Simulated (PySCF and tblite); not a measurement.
Conformer ensemble of C₅H₃NO₃, numbered as in [O:1]=[CH:2][c:3]1[n:4][c:5](=[O:6])[cH:7][cH:8][o:9]1

Geometries GFN2-xTB; weights from PBE0-D3(BJ)/pcSseg-1 energies and GFN2-xTB thermal corrections, with symmetry numbers and mirror pairs. Conformers within 3 kcal/mol (GFN2-xTB free energy) were kept, 10 at most. GIAO shieldings: PBE0/pcSseg-1. Shifts are against TMS (¹H), TMS (¹³C), NH3 (¹⁵N) at the same level. Programs: PySCF with density fitting and tblite.

Torsions listed: O1–C2–C3–O9.

| conformer | shape | symmetry | E(GFN2) kcal/mol | E(DFT) kcal/mol | G(298.15 K) kcal/mol | weight % | dipole D |
| --- | --- | --- | --- | --- | --- | --- | --- |
| 1 | 0° | Cs | 0.00 | 0.00 | 0.00 | 99.7 | 3.27 |
| 2 | 180° | Cs | 1.97 | 3.67 | 3.41 | 0.3 | 6.40 |

Weights (%) against temperature:

```json
{"T (K)": "200", "1": "100.0", "2": "0.0", "S(mix) cal/mol/K": "0.00"}
{"T (K)": "250", "1": "99.9", "2": "0.1", "S(mix) cal/mol/K": "0.02"}
{"T (K)": "298.15", "1": "99.7", "2": "0.3", "S(mix) cal/mol/K": "0.04"}
{"T (K)": "350", "1": "99.2", "2": "0.8", "S(mix) cal/mol/K": "0.09"}
{"T (K)": "400", "1": "98.6", "2": "1.4", "S(mix) cal/mol/K": "0.15"}
```

Averaged shifts at 298.15 K. ¹H: 9.67 (H2, 1H), 7.81 (H8, 1H), 6.41 (H7, 1H) ppm. ¹³C: 195.2 (C2), 165.8 (C5), 160.9 (C8), 159.2 (C3), 123.2 (C7) ppm. ¹⁵N: 327.5 (N4) ppm.

Coordinates of conformer 1 (Å):

```xyz
12

O     3.033   -0.937   -0.510
C     2.387   -0.205    0.179
C     0.896   -0.056    0.089
N     0.314    0.755    0.872
C    -1.084    0.931    0.826
O    -1.640    1.698    1.566
C    -1.754    0.101   -0.189
C    -1.027   -0.719   -0.958
O     0.312   -0.826   -0.845
H     2.812    0.446    0.960
H    -2.823    0.177   -0.289
H    -1.424   -1.367   -1.728
```

Unscaled ¹⁵N shifts at such levels can be off by tens of ppm; differences between conformers or isomers are more reliable. Shifts are unscaled: against experiment ¹³C can be off by 15 ppm or more and ¹H by 0.8 ppm.

Search and properties took 100 s on 1 thread of AMD EPYC 7571 (shared host) (rough), launched as `OMP_NUM_THREADS=1 python ens_run.py task.json out`.


¹⁵N shifts are against a computed isolated NH3 molecule, about 20 ppm from the liquid.

Conformer gaps in pcSseg-1 on xTB geometries can be 2 kcal/mol off for S=O, P=O and other polar bonds.